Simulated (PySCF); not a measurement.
## Potassium: a sound run and one with changed settings

Sound run: K²⁺ [Ne] 3s2 3p5, K³⁺ [Ne] 3s2 3p4. Computed with PySCF 2.14 in cc-pVDZ-X2C (5s4p2d, 27 functions), with scalar relativity by spin-free X2C-1e. In the sound run the correlated levels freeze [Ne] 3s2. The sound run starts from symmetry-adapted Hartree-Fock orbitals and uses a fine grid where one is needed.

Changed run: the non-relativistic Hamiltonian (point nucleus). This setting is unsound on purpose.

```json
{"species": "K²⁺", "method": "UHF", "sound run (hartree)": "-600.15023", "changed run (hartree)": "-597.32568", "converged": "yes"}
{"species": "K²⁺", "method": "BP86", "sound run (hartree)": "-600.91350", "changed run (hartree)": "-598.08912", "converged": "yes"}
{"species": "K²⁺", "method": "PBE", "sound run (hartree)": "-600.64389", "changed run (hartree)": "-597.81955", "converged": "yes"}
{"species": "K²⁺", "method": "MP2", "sound run (hartree)": "-600.15206", "changed run (hartree)": "-597.32753", "converged": "yes"}
{"species": "K²⁺", "method": "CCSD(T)", "sound run (hartree)": "-600.15215", "changed run (hartree)": "-597.32762", "converged": "yes"}
{"species": "K³⁺", "method": "UHF", "sound run (hartree)": "-598.43038", "changed run (hartree)": "-595.61126", "converged": "yes"}
{"species": "K³⁺", "method": "BP86", "sound run (hartree)": "-599.13746", "changed run (hartree)": "-596.31858", "converged": "yes"}
{"species": "K³⁺", "method": "PBE", "sound run (hartree)": "-598.87356", "changed run (hartree)": "-596.05471", "converged": "yes"}
{"species": "K³⁺", "method": "MP2", "sound run (hartree)": "-598.43117", "changed run (hartree)": "-595.61206", "converged": "yes"}
{"species": "K³⁺", "method": "CCSD(T)", "sound run (hartree)": "-598.43122", "changed run (hartree)": "-595.61210", "converged": "yes"}
```

Ionisation energy of K²⁺:

| method | sound run (eV) | changed run (eV) |
| --- | --- | --- |
| UHF | 46.800 | 46.652 |
| BP86 | 48.328 | 48.179 |
| PBE | 48.173 | 48.024 |
| MP2 | 46.828 | 46.680 |
| SCS-MP2 | 46.827 | 46.680 |
| CCSD | 46.829 | 46.682 |
| CCSD(T) | 46.829 | 46.682 |

Most of the change in total energy is the relativistic energy itself. On top of that the contraction fixes the core shape for the Hamiltonian it was made with, so the changed run is not a good calculation with the other Hamiltonian either.

For comparison, NIST gives 45.803 eV between the lowest levels.
